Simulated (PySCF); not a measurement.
TDDFT excited states: C2H11NOSi2

Compound: C₂H₁₁NOSi₂.
SMILES: `COC[SiH2]N[SiH3]`

The calculation used TDDFT PBE0/def2-SVPD, vertical, gas phase, core orbitals frozen in the response (PySCF). Geometry: GFN2-xTB, one conformer, isolated molecule. Torsions of this conformer, `[CH3:1][O:2][CH2:3][SiH2:4][NH:5][SiH3:6]`: C1–O2–C3–Si4 -73°, O2–C3–Si4–N5 -38°, C3–Si4–N5–Si6 2°.

Q: List the vertical singlet excitations with oscillator strengths and describe the spectrum.

A: 

```tsv
state	E (eV)	λ (nm)	ν̃ (cm⁻¹)	f	|μ| (D)	main configurations (H = HOMO, L = LUMO)
S1	5.98	207.2	48260	0.0044	0.44	H→L (75%), H-1→L (24%)
S2	6.26	198.2	50460	0.0052	0.47	H-1→L (71%), H→L (23%)
S3	6.62	187.3	53400	0.027	1.03	H→L+1 (95%)
S4	6.69	185.2	54000	0.035	1.17	H-1→L+1 (96%)
S5	7.17	172.9	57850	0.0046	0.41	H→L+2 (60%), H-1→L+2 (14%)
S6	7.25	171.0	58480	0.0047	0.42	H→L+3 (58%), H-1→L+3 (17%)
S7	7.26	170.8	58560	0.0023	0.29	H-1→L+2 (58%), H→L+2 (22%)
S8	7.45	166.5	60070	0.0086	0.55	H→L+5 (34%), H-1→L+3 (22%), H→L+3 (18%)
```

Triplets, Tamm–Dancoff:

```csv
state,E (eV),λ (nm),"main configurations (H = HOMO, L = LUMO)"
T1,5.68,218.3,"H→L (72%), H-1→L (23%)"
T2,5.99,207.1,"H-1→L (65%), H→L (20%)"
T3,6.43,192.8,"H→L+1 (74%), H-1→L+1 (16%)"
```

The lowest singlet comes at 207 nm (577 kJ/mol) in the ultraviolet; it is very weak; its leading configuration is HOMO→LUMO (75%). The strongest level in the table is S4 at 6.69 eV (185 nm, f = 0.035). Löwdin shares by element: HOMO nitrogen 38%, silicon 18%, oxygen 16% (atoms not listed hold the other 29%); LUMO silicon 40%, hydrogen 12% or more, nitrogen 9% (atoms not listed hold the other 40%). Weighted by f, the mean energy of these states is 6.75 eV. Of the 8 states listed, 2 reach f = 0.01 and none stays under 0.0005. The listed states span 1.46 eV, and the widest gap between neighbours is 0.48 eV (S4 to S5). The window holds the lowest 8 singlets.

Time: 44 s of wall time; peak memory 0.86 GiB. Hardware: one thread, Intel Xeon Platinum 8488C (x86_64), shared host.
